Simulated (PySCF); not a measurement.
## Static response to an electric field

Compound: C3H9NSSi.
Atom-mapped SMILES: `[SH:1][SiH2:2][NH:3][CH:4]1[CH2:5][CH2:6]1` (hydrogens: H7 on S1; H8, H9 on Si2; H10 on N3; H11 on C4; H12, H13 on C5; H14, H15 on C6)

Cartesian coordinates in Å at the GFN2-xTB level; atoms count from 1:
```
atom  x, y, z in Å
S1     3.3459   -0.4990   -1.1256
Si2    1.8715    0.4682    0.1050
N3     0.3715    0.1770   -0.6668
C4    -0.8826    0.5651   -0.1070
C5    -1.3745   -0.1696    1.1010
C6    -2.0402   -0.3790   -0.2257
H7     2.8022   -1.7054   -1.0918
H8     2.3476    1.8459    0.1808
H9     1.8508   -0.1741    1.4132
H10    0.3468    0.1179   -1.6759
H11   -1.0990    1.6306   -0.1586
H12   -0.7551   -0.9671    1.4783
H13   -1.8975    0.3855    1.8640
H14   -3.0263    0.0292   -0.3837
H15   -1.8655   -1.3172   -0.7290
```

Level: PBE0/def2-SVPD (PySCF), static field, nuclei fixed, core orbitals frozen in the response. The polarisability tensor in these axes (au):

```
x   105.34  -1.93  -7.21
y    -1.93  78.87   3.90
z    -7.21   3.90  83.24
```

Q: Give the principal values, the mean and the anisotropy Δα = √{½[(α1 − α2)² + (α2 − α3)² + (α1 − α3)²]}.

A: Principal values 76.42, 83.24 and 107.79 au; mean 89.15 au = 13.21 Å³ = 14.70 × 10⁻⁴⁰ C²·m²/J; Δα = 28.58 au (32 % of the mean).

Q: What is the dipole moment, and where does it point?

A: (-2.20, 0.14, 0.19) D, 2.21 D in size, pointing from the negative to the positive side. Measured along this direction, the outermost atoms are S1 at the negative end and H14 at the positive end.

Q: Find the Langevin capture rate constant for O2+ (31.990 u) meeting this molecule (119.022 u), k = 2.342 × 10⁻⁹ cm³/s × √(α in Å³ / reduced mass in u).

A: The reduced mass is 25.21 u, so k = 1.70 × 10⁻⁹ cm³/s. The formula leaves out the permanent dipole, which adds to the capture rate.

Q: What molar refraction does this α imply?

A: Lorentz–Lorenz: R = (4π/3)N_A α = 2.5225 cm³/(mol·Å³) × 13.21 Å³ = 33.3 cm³/mol, in the limit of long wavelengths.

Q: What are the principal values of the traceless quadrupole moment, Θ = ½Σq(3rr − r²1), about the centre of nuclear charge?

A: -6.26, 1.18, 5.09 D·Å. The values depend on the origin, since the dipole doesn't vanish. The electronic extent ⟨r²⟩ about the same centre is 1260 bohr², a root-mean-square distance of 2.35 Å for the 64 electrons.

Q: In a dilute gas of rigid molecules at 400 K, how does the orientational term μ²/3kT compare with the electronic polarisability?

A: In Gaussian units μ²/3kT = 29.60 Å³ against 13.21 Å³, a ratio of 2.24; the Debye molar polarisation (4π/3)N_A(α + μ²/3kT) is 108.0 cm³/mol, leaving out the vibrational part.

One conformer (not necessarily the lowest) at the GFN2-xTB geometry, without solvent, vibrations or thermal averaging.
